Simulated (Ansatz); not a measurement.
Born–Oppenheimer molecular dynamics of CH5FGe (8 atoms, charge 0, multiplicity 1). It starts from a relaxed structure.

Level of theory: RKS PBE-D4/def2-SVP in Ansatz 0.2.0.

```
ensemble        : NVT, Langevin thermostat
time step       : 1 fs
steps asked     : 100
set temperature : 100 K
friction        : 0.05 /fs
seed            : 841396
```

First frame:

```xyz
8
Properties=species:S:1:pos:R:3
Ge -0.014 0.012 -0.063
F 0.391 -0.216 1.642
H 1.336 0.238 -0.798
H -0.916 1.275 -0.124
C -0.936 -1.602 -0.659
H -1.857 -1.757 -0.065
H -1.212 -1.506 -1.728
H -0.277 -2.484 -0.539
```

(1) How far do the bonds stretch over the last three quarters of this one trajectory? (Pairs bonded in most of those frames.)

Answers

(1) 
```tsv
bond	mean (Å)	spread (Å)	shortest	longest
Ge1–F2	1.768	0.021	1.74	1.80
Ge1–H3	1.552	0.022	1.51	1.60
Ge1–H4	1.556	0.033	1.50	1.63
Ge1–C5	1.941	0.013	1.92	1.96
C5–H6	1.108	0.015	1.07	1.14
C5–H7	1.109	0.015	1.08	1.13
C5–H8	1.110	0.015	1.08	1.14
```

Mean temperature of the second half: 107 K. A run of 0.1 ps of so small a system gives no equilibrium averages.

Run time: 3.8 min on 1 thread of Arm Neoverse V1, with other jobs on the host, peak memory 0.11 GiB.
